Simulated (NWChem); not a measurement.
Molecule: SiNH4Br; SMILES N[SiH2]Br

```xyz
7

Si     0.5712     1.0472     0.0507
N     -0.7272     2.1710     0.1284
Br     0.0088    -1.1140    -0.3750
H      1.4618     1.4503    -1.0587
H      1.2426     1.0294     1.3681
H     -1.3646     2.1468     0.9165
H     -1.2168     2.4308    -0.7207
```
Atoms are numbered in this order, from 1.

Geometry: optimised at B3LYP/6-31G* (spherical d).

Spin-orbit effects, on the heavy nuclei and on their neighbours, are missing.

Question: Give the principal values of the shielding tensors (ppm) of Si1, N2, Br3 from B3LYP/6-311G** (spherical d), GIAO (NWChem), with their diamagnetic and paramagnetic parts as GIAO splits them.

Answer: 
```csv
atom,σ11,σ22,σ33,isotropic,diamagnetic,paramagnetic
Si1,295.2,375.4,403.1,357.9,879.7,-521.8
N2,213.1,227.2,245.5,228.6,319.3,-90.7
Br3,2045.5,2486.4,2851.0,2461.0,3124.4,-663.4
```
